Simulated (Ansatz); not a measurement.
A geometry optimisation of C2H11FGeSi2 with r2SCAN-D4/def2-SVP

The starting geometry of this gas-phase singlet was optimised with GFN2-xTB; its bonds are those of `[F][GeH2][CH2][SiH2]C[SiH3]`.

```yaml
atoms:
  - { symbol: C, position_ang: [1.7521, -0.4720, -0.9683] }
  - { symbol: C, position_ang: [-1.2255, -0.5287, -0.0197] }
  - { symbol: F, position_ang: [1.5074, -0.2750, 2.0148] }
  - { symbol: Ge, position_ang: [2.4546, -1.0646, 0.7638] }
  - { symbol: Si, position_ang: [-0.0002, -1.1314, -1.3310] }
  - { symbol: Si, position_ang: [-1.3988, 1.3597, 0.1415] }
  - { symbol: H, position_ang: [2.2628, -2.5170, 1.1292] }
  - { symbol: H, position_ang: [3.8491, -0.6039, 1.1326] }
  - { symbol: H, position_ang: [2.4335, -0.8086, -1.7470] }
  - { symbol: H, position_ang: [1.7571, 0.6166, -0.9841] }
  - { symbol: H, position_ang: [0.0665, -2.6040, -1.3579] }
  - { symbol: H, position_ang: [-0.3693, -0.6541, -2.6731] }
  - { symbol: H, position_ang: [-2.2045, -0.9572, -0.2340] }
  - { symbol: H, position_ang: [-0.9223, -0.9227, 0.9509] }
  - { symbol: H, position_ang: [-1.7609, 1.9186, -1.1671] }
  - { symbol: H, position_ang: [-0.1444, 1.9623, 0.5919] }
  - { symbol: H, position_ang: [-2.4654, 1.6645, 1.1005] }
```

Where would you expect an optimisation with r2SCAN-D4/def2-SVP to take it?

It keeps its bonds, and is `[F][GeH2][CH2][SiH2]C[SiH3]`.

The energy falls by 0.16 eV over 14 steps:

```
step  E − E(last) (eV)
   1             0.158
   2             0.036
   4             0.016
   5             0.010
   7             0.003
   8             0.001
  10             0.000
  11             0.000
  13             0.000
  14             0.000
```

Final geometry (Å):

```xyz
17

C     1.7481   -0.5572   -0.9583
C    -1.2452   -0.5274   -0.0913
F     1.0673   -0.4843    1.9295
Ge    2.3689   -0.9501    0.8379
Si   -0.0037   -1.1533   -1.3540
Si   -1.2766    1.3323    0.2003
H     2.5800   -2.4525    1.0787
H     3.5803   -0.1124    1.2724
H     2.4550   -1.0292   -1.6647
H     1.8194    0.5330   -1.1126
H     0.0055   -2.6512   -1.3715
H    -0.3690   -0.6812   -2.7272
H    -2.2572   -0.8560   -0.3890
H    -1.0111   -1.0055    0.8756
H    -1.8975    2.0237   -0.9731
H     0.1001    1.8873    0.3711
H    -2.0726    1.6666    1.4192
```

No frequencies were run, so the end isn't proven a minimum. Run with Ansatz 0.2.0, 47 s on 4 threads of Arm Neoverse V1 (shared host).
